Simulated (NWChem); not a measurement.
All runs are NWChem calculations. System: C₃F₆O, charge 1, spin multiplicity 2, at the geometry of a parent with another charge or spin, in a state set for the comparison that need not be this species' ground state. Its SCF solution wasn't tested for a lower state. Level: UHF/def2-SVP.

The NWChem input:

```
start mol
memory heap 200 mb stack 900 mb global 1100 mb
charge 1
geometry units angstroms nocenter noautoz
  O      0.000000     0.000000     1.912306
  C      0.000000     0.000000     0.718988
  C     -0.081573     1.319901    -0.097569
  F     -0.532480     2.303599     0.667863
  F      1.136581     1.640733    -0.545682
  F     -0.897875     1.172691    -1.146711
  C      0.081573    -1.319901    -0.097569
  F     -1.136581    -1.640733    -0.545682
  F      0.532480    -2.303599     0.667863
  F      0.897875    -1.172691    -1.146711
  symmetry group C2
end
basis spherical
  * library def2-svp
end
scf
  uhf
  nopen 1
  maxiter 100
  thresh 1e-7
  semidirect memsize 60000000 filesize 0
  # guess.movecs holds the orbitals of an unrestricted PBE0 run
  vectors input guess.movecs output mol.movecs
end
task scf energy
```

Part of the output:

```
             Northwest Computational Chemistry Package (NWChem) 7.3.0
             --------------------------------------------------------

                                NWChem Input Module
                                -------------------

 Scaling coordinates for geometry "geometry" by  1.889725989
 (inverse scale =  0.529177249)

 Turning off AUTOSYM since
 SYMMETRY directive was detected!

                             Geometry "geometry" -> ""
                             -------------------------

 Output coordinates in angstroms (scale by  1.889725989 to convert to a.u.)

  No.       Tag          Charge          X              Y              Z
 ---- ---------------- ---------- -------------- -------------- --------------
    1 O                    8.0000     0.00000000     0.00000000     1.91230600
    2 C                    6.0000     0.00000000     0.00000000     0.71898800
    3 C                    6.0000    -0.08157300     1.31990100    -0.09756900
    4 F                    9.0000    -0.53248000     2.30359900     0.66786300
    5 F                    9.0000     1.13658100     1.64073300    -0.54568200
    6 F                    9.0000    -0.89787500     1.17269100    -1.14671100
    7 C                    6.0000     0.08157300    -1.31990100    -0.09756900
    8 F                    9.0000    -1.13658100    -1.64073300    -0.54568200
    9 F                    9.0000     0.53248000    -2.30359900     0.66786300
   10 F                    9.0000     0.89787500    -1.17269100    -1.14671100

 Effective nuclear repulsion energy (a.u.)     626.8344791351

            Nuclear Dipole moment (a.u.)
            ----------------------------
        X                 Y               Z
 ---------------- ---------------- ----------------
     0.0000000000     0.0000000000     0.0000151178

      Symmetry information
      --------------------

 Group name             C2
 Group number              4
 Group order               2
 No. of unique centers     6

      Symmetry unique atoms

     1    2    3    4    5    6


 Summary of "ao basis" -> "" (spherical)
 ------------------------------------------------------------------------------
       Tag                 Description            Shells   Functions and Types
 ---------------- ------------------------------  ------  ---------------------
 *                          def2-svp                  on all atoms

 Summary of "ao basis" -> "ao basis" (spherical)
 ------------------------------------------------------------------------------
       Tag                 Description            Shells   Functions and Types
 ---------------- ------------------------------  ------  ---------------------
 O                          def2-svp                 6       14   3s2p1d
 C                          def2-svp                 6       14   3s2p1d
 F                          def2-svp                 6       14   3s2p1d

                                 NWChem SCF Module
                                 -----------------

  ao basis        = "ao basis"
  functions       =   140
  atoms           =    10
  alpha electrons =    40
  beta  electrons =    39
  charge          =   1.00
  wavefunction    = UHF
  use symmetry    = T
  symmetry adapt  = T

 Summary of "ao basis" -> "ao basis" (spherical)
 ------------------------------------------------------------------------------
       Tag                 Description            Shells   Functions and Types
 ---------------- ------------------------------  ------  ---------------------
[...]
    50      0.179014   4 F  py              120      0.179014   9 F  py
    48      0.162004   4 F  pz               61     -0.161550   5 F  py
   103     -0.161550   8 F  py              118     -0.162004   9 F  pz

 Vector   40  Occ=0.000000D+00  E=-3.184302D-01  Symmetry=b
              MO Center= -2.3D-13, -5.5D-12,  1.4D+00, r^2= 1.7D+00
   Bfn.  Coefficient  Atom+Function         Bfn.  Coefficient  Atom+Function
  ----- ------------  ---------------      ----- ------------  ---------------
     5      0.496180   1 O  py                8      0.480477   1 O  py
    31     -0.298494   3 C  s                87      0.298494   7 C  s
    22      0.206984   2 C  py               36      0.197731   3 C  py
    92      0.197731   7 C  py               33      0.190139   3 C  py
    89      0.190139   7 C  py               30     -0.159388   3 C  s

 Vector   41  Occ=0.000000D+00  E=-2.543158D-01  Symmetry=b
              MO Center=  4.6D-14,  4.1D-14,  8.8D-01, r^2= 1.7D+00
   Bfn.  Coefficient  Atom+Function         Bfn.  Coefficient  Atom+Function
  ----- ------------  ---------------      ----- ------------  ---------------
    21      0.527569   2 C  px               18      0.521793   2 C  px
     7     -0.434577   1 O  px                4     -0.382830   1 O  px

 Vector   42  Occ=0.000000D+00  E=-2.499466D-03  Symmetry=a
              MO Center=  2.6D-13, -5.3D-13,  5.5D-01, r^2= 3.1D+00
   Bfn.  Coefficient  Atom+Function         Bfn.  Coefficient  Atom+Function
  ----- ------------  ---------------      ----- ------------  ---------------
     3      1.191576   1 O  s                23     -1.146828   2 C  pz
    17     -0.872158   2 C  s                 9     -0.401743   1 O  pz
    45      0.307034   4 F  s               115      0.307034   9 F  s
    37     -0.301045   3 C  pz               93     -0.301045   7 C  pz
    31     -0.269064   3 C  s                87     -0.269064   7 C  s

 center of mass
 --------------
 x =   0.00000000 y =  -0.00000000 z =  -0.02340165

 moments of inertia (a.u.)
 ------------------
        1932.336342040544          65.501311125677           0.000000000000
          65.501311125677         834.824653063553           0.000000000000
           0.000000000000           0.000000000000        1744.947438240941

  Mulliken analysis of the total density
  --------------------------------------

    Atom       Charge   Shell Charges
 -----------   ------   -------------------------------------------------------
    1 O    8     7.78   1.99  1.17  0.68  2.67  1.24  0.03
    2 C    6     5.93   1.99  1.02  0.22  1.94  0.67  0.09
    3 C    6     5.00   1.99  0.90 -0.09  1.76  0.23  0.21
    4 F    9     9.21   1.99  1.14  0.79  3.33  1.95  0.01
    5 F    9     9.22   1.99  1.14  0.80  3.32  1.96  0.01
    6 F    9     9.22   1.99  1.14  0.80  3.32  1.96  0.01
    7 C    6     5.00   1.99  0.90 -0.09  1.76  0.23  0.21
    8 F    9     9.22   1.99  1.14  0.80  3.32  1.96  0.01
    9 F    9     9.21   1.99  1.14  0.79  3.33  1.95  0.01
   10 F    9     9.22   1.99  1.14  0.80  3.32  1.96  0.01

  Mulliken analysis of the alpha density
  --------------------------------------

    Atom       Charge   Shell Charges
 -----------   ------   -------------------------------------------------------
    1 O    8     4.44   1.00  0.61  0.34  1.72  0.76  0.01
    2 C    6     2.78   1.00  0.49  0.10  0.88  0.27  0.06
    3 C    6     2.56   0.99  0.46 -0.04  0.92  0.12  0.11
    4 F    9     4.61   1.00  0.57  0.40  1.66  0.98  0.01
    5 F    9     4.61   1.00  0.57  0.40  1.66  0.98  0.01
    6 F    9     4.61   1.00  0.57  0.40  1.66  0.98  0.01
    7 C    6     2.56   0.99  0.46 -0.04  0.92  0.12  0.11
    8 F    9     4.61   1.00  0.57  0.40  1.66  0.98  0.01
    9 F    9     4.61   1.00  0.57  0.40  1.66  0.98  0.01
   10 F    9     4.61   1.00  0.57  0.40  1.66  0.98  0.01

   Mulliken analysis of the beta density
   -------------------------------------

    Atom       Charge   Shell Charges
 -----------   ------   -------------------------------------------------------
    1 O    8     3.34   1.00  0.56  0.34  0.94  0.48  0.01
    2 C    6     3.15   1.00  0.53  0.13  1.06  0.40  0.03
    3 C    6     2.44   0.99  0.44 -0.05  0.84  0.11  0.10
    4 F    9     4.61   1.00  0.57  0.40  1.66  0.98  0.01
    5 F    9     4.61   1.00  0.57  0.40  1.66  0.98  0.01
    6 F    9     4.61   1.00  0.57  0.40  1.65  0.98  0.01
    7 C    6     2.44   0.99  0.44 -0.05  0.84  0.11  0.10
    8 F    9     4.61   1.00  0.57  0.40  1.66  0.98  0.01
    9 F    9     4.61   1.00  0.57  0.40  1.66  0.98  0.01
   10 F    9     4.61   1.00  0.57  0.40  1.65  0.98  0.01

   Mulliken analysis of the spin density
   -------------------------------------

    Atom       Charge   Shell Charges
 -----------   ------   -------------------------------------------------------
    1 O    8     1.10  -0.00  0.05 -0.01  0.78  0.28 -0.00
    2 C    6    -0.37  -0.00 -0.04 -0.03 -0.19 -0.13  0.02
    3 C    6     0.12   0.00  0.03  0.01  0.07  0.01  0.00
    4 F    9    -0.00  -0.00 -0.00 -0.00 -0.00  0.00  0.00
    5 F    9     0.01   0.00  0.00 -0.00  0.01 -0.00 -0.00
    6 F    9     0.01  -0.00  0.00 -0.00  0.01 -0.00 -0.00
    7 C    6     0.12   0.00  0.03  0.01  0.07  0.01  0.00
    8 F    9     0.01   0.00  0.00 -0.00  0.01 -0.00 -0.00
    9 F    9    -0.00  -0.00 -0.00 -0.00 -0.00  0.00  0.00
   10 F    9     0.01  -0.00  0.00 -0.00  0.01 -0.00 -0.00

       Multipole analysis of the density wrt the origin
       ------------------------------------------------

     L   x y z        total         alpha         beta         nuclear
     -   - - -        -----         -----         ----         -------
     0   0 0 0      1.000000    -40.000000    -39.000000     80.000000

     1   1 0 0      0.000000     -0.000000      0.000000      0.000000
     1   0 1 0     -0.000000      0.000000     -0.000000      0.000000
     1   0 0 1      1.492905     -0.907062      2.399952      0.000015

     2   2 0 0    -36.411133    -94.978376    -94.800702    153.367945
     2   1 1 0     -0.112979     15.615216     15.543823    -31.272018
     2   1 0 1     -0.000000     -0.000000     -0.000000      0.000000
     2   0 2 0    -34.933465   -356.869589   -355.257855    677.193979
     2   0 1 1      0.000000      0.000000      0.000000      0.000000
     2   0 0 2    -33.396271   -147.407780   -134.280379    248.291888

 Task  times  cpu:        6.0s     wall:        6.0s

 Total times  cpu:        6.0s     wall:        6.0s
```
